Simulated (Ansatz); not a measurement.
CH$_{6}$Si$_{2}$Te, SMILES `C[SiH]1[SiH2][Te]1`, relaxed with RKS PBE-D4/def2-SVP in Ansatz from a rough embedded geometry. The force threshold is 0.03 eV/Å; the program also tests the step.

Total charge 0; spin multiplicity 1. Te takes the def2 core potential.

Start:

```xyz
10

C    -0.268   -1.529    0.257
Si   -0.803    0.160   -0.089
Si    0.882    1.494   -0.390
Te   -0.224    1.753    1.819
H     0.656   -1.593    0.876
H    -0.068   -2.127   -0.714
H    -1.052   -2.104    0.805
H    -1.976    0.448   -0.858
H     0.638    2.631   -1.368
H     2.216    0.866   -0.340
```

```
        step  energy (eV)  largest force (eV/Å)  largest move (Å)
           1  -24168.1334                 2.006             0.000
           2  -24168.5143                 0.962             0.191
           3  -24168.5688                 0.259             0.157
           4  -24168.5755                 0.058             0.043
           5  -24168.5775                 0.049             0.068
6 (rejected)  -24168.5753                 0.107             0.030
           7  -24168.5781                 0.008             0.015
```

End:

```xyz
10

C    -0.341   -1.699    0.273
Si   -0.712    0.113   -0.098
Si    0.961    1.644   -0.449
Te   -0.281    1.788    1.765
H     0.631   -1.791    0.796
H    -0.298   -2.279   -0.672
H    -1.131   -2.133    0.917
H    -2.022    0.305   -0.809
H     0.789    2.818   -1.372
H     2.404    1.233   -0.350
```

Run time 9 s (4 threads of an Arm Neoverse V2 on a shared host); peak host memory 0.16 GiB.
